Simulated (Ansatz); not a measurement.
Reaction (homolysis of the Si–Si bond): `O[Si@H](Cl)[Si@H](F)Cl` → `O[SiH]Cl`• + `F[SiH]Cl`•

Computed with Ansatz on PBE0-D4/def2-TZVP structures; ΔE is electronic, products minus reactants. CCSD(T)/CBS is the MP2 limit (def2-TZVPP, def2-QZVPP) plus CCSD(T) − MP2 in def2-TZVPP, frozen cores. This one scheme is used for every species. Functionals use def2-TZVPP. B3LYP here is the variant with VWN-RPA as its local correlation; programs differ in this. Open shells (•) are unrestricted, without spin–orbit coupling. Each species was taken in one conformer, which may not be the lowest.

```json
{"level": "PBE-D4", "ΔE (kJ/mol)": "309.6", "difference from CCSD(T)/CBS": "-27.1"}
{"level": "r2SCAN-D4", "ΔE (kJ/mol)": "302.6", "difference from CCSD(T)/CBS": "-34.1"}
{"level": "PBE0-D4", "ΔE (kJ/mol)": "317.5", "difference from CCSD(T)/CBS": "-19.2"}
{"level": "B3LYP-D4", "ΔE (kJ/mol)": "313.2", "difference from CCSD(T)/CBS": "-23.5"}
{"level": "ωB97X-V", "ΔE (kJ/mol)": "336.4", "difference from CCSD(T)/CBS": "-0.3"}
{"level": "ωB97M-V", "ΔE (kJ/mol)": "333.9", "difference from CCSD(T)/CBS": "-2.8"}
{"level": "B2PLYP", "ΔE (kJ/mol)": "309.8", "difference from CCSD(T)/CBS": "-26.9"}
{"level": "PBE", "ΔE (kJ/mol)": "298.3", "difference from CCSD(T)/CBS": "-38.4"}
{"level": "r2SCAN", "ΔE (kJ/mol)": "299.4", "difference from CCSD(T)/CBS": "-37.3"}
{"level": "PBE0", "ΔE (kJ/mol)": "307.2", "difference from CCSD(T)/CBS": "-29.5"}
{"level": "B3LYP", "ΔE (kJ/mol)": "295.1", "difference from CCSD(T)/CBS": "-41.6"}
{"level": "HF/def2-TZVPP", "ΔE (kJ/mol)": "241.5", "difference from CCSD(T)/CBS": "-95.2"}
{"level": "MP2/def2-TZVPP", "ΔE (kJ/mol)": "325.8", "difference from CCSD(T)/CBS": "-10.9"}
{"level": "SCS-MP2/def2-TZVPP", "ΔE (kJ/mol)": "328.5", "difference from CCSD(T)/CBS": "-8.2"}
{"level": "CCSD/def2-TZVPP", "ΔE (kJ/mol)": "320.4", "difference from CCSD(T)/CBS": "-16.3"}
{"level": "CCSD(T)/def2-TZVPP", "ΔE (kJ/mol)": "325.6", "difference from CCSD(T)/CBS": "-11.1"}
{"level": "HF/def2-QZVPP", "ΔE (kJ/mol)": "239.5", "difference from CCSD(T)/CBS": "-97.2"}
{"level": "MP2/def2-QZVPP", "ΔE (kJ/mol)": "331.5", "difference from CCSD(T)/CBS": "-5.2"}
{"level": "SCS-MP2/def2-QZVPP", "ΔE (kJ/mol)": "335.4", "difference from CCSD(T)/CBS": "-1.3"}
{"level": "HF/CBS(def2)", "ΔE (kJ/mol)": "239.3", "difference from CCSD(T)/CBS": "-97.4"}
{"level": "MP2/CBS(def2)", "ΔE (kJ/mol)": "336.9", "difference from CCSD(T)/CBS": "0.2"}
{"level": "CCSD/CBS(def2)", "ΔE (kJ/mol)": "331.5", "difference from CCSD(T)/CBS": "-5.2"}
{"level": "CCSD(T)/CBS", "ΔE (kJ/mol)": "336.7", "difference from CCSD(T)/CBS": "0"}
```

Largest T1 diagnostic among the species: 0.014.

From PBE to PBE0 (25 % exact exchange), in def2-TZVPP and without D4, ΔE moves by +9.0 kJ/mol. In def2-TZVPP, CCSD(T) changes the Hartree–Fock value by +84.1 kJ/mol (the triples alone add +5.2 kJ/mol) and MP2 by +84.3 kJ/mol; breaking electron pairs costs correlation energy, which Hartree–Fock lacks. The D4 term adds +18.2 kJ/mol with B3LYP and +10.3 kJ/mol with PBE0; it sums over pairs of atoms, weighted by their polarisabilities, and B3LYP, whose exchange is more repulsive, gets the larger term.
